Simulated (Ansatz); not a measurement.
One change: `O[C](F)(F)[AlH2]` becomes `C[SiH2]C(O)(F)F`.

Ansatz, PBE0-D4/def2-TZVP geometries, multiplicity 1. Each molecule was computed in one conformer, which needn't be the lowest.

| property | `O[C](F)(F)[AlH2]` |
| --- | --- |
| size of the dipole moment (ωB97M-V/def2-TZVPP) / D | 0.82 |
| LUMO energy (B3LYP/def2-TZVPP) / eV | -2.13 |
| HOMO energy (PBE0/def2-TZVPP) / eV | -8.47 |
| size of the dipole moment (PBE/def2-TZVPP) / D | 0.71 |
| HOMO–LUMO gap (PBE0/def2-TZVPP) / eV | 6.60 |
| LUMO energy (PBE/def2-TZVPP) / eV | -2.65 |

Question: What does the change do to each property? (Best estimate.)

Answer: Computed: 
| property | `C[SiH2]C(O)(F)F` | shift |
| --- | --- | --- |
| size of the dipole moment (ωB97M-V/def2-TZVPP) / D | 1.48 | 0.66 |
| LUMO energy (B3LYP/def2-TZVPP) / eV | 0.30 | 2.43 |
| HOMO energy (PBE0/def2-TZVPP) / eV | -9.05 | -0.58 |
| size of the dipole moment (PBE/def2-TZVPP) / D | 1.42 | 0.71 |
| HOMO–LUMO gap (PBE0/def2-TZVPP) / eV | 9.63 | 3.03 |
| LUMO energy (PBE/def2-TZVPP) / eV | -0.24 | 2.41 |

With PBE0 the HOMO falls by 0.58 eV and the LUMO rises by 2.45 eV, so the gap widens by about 3.03 eV. PBE moves the HOMO by -0.51 eV and ωB97M-V by -0.59 eV. Dipoles are sizes alone; their direction can turn.

B3LYP here is the variant with VWN-RPA as its local correlation; programs differ in this.
